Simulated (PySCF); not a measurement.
Ligand exchange on a metal centre used in film growth or etching (Mo F-OH). Gas-phase values, no solvent. One relaxed conformer stands for each flexible species; it need not be the lowest.

Level of theory: B3LYP-D3(BJ)/def2-TZVP // TPSS-D3(BJ)/def2-SVP (PySCF 2.14.0). All candidates: neutral, multiplicity 1. B3LYP has the VWN-RPA correlation part, as in Gaussian. 

The HOMO–LUMO gap is 4.68 eV and the HOMO comes out as -8.56 eV. The LUMO is -3.89 eV.

**Question.** Which member has these values?
A. [Mo(F)4(OH)2]
B. [Mo(F)6]
C. [Mo(F)5(OH)]
D. [Mo(OH)6]

**Answer.** D, [Mo(OH)6]. The others give [Mo(F)5(OH)]: 5.79 eV, -11.24 eV, -5.45 eV; [Mo(F)4(OH)2]: 5.67 eV, -10.52 eV, -4.85 eV; [Mo(F)6]: 6.31 eV, -12.51 eV, -6.20 eV
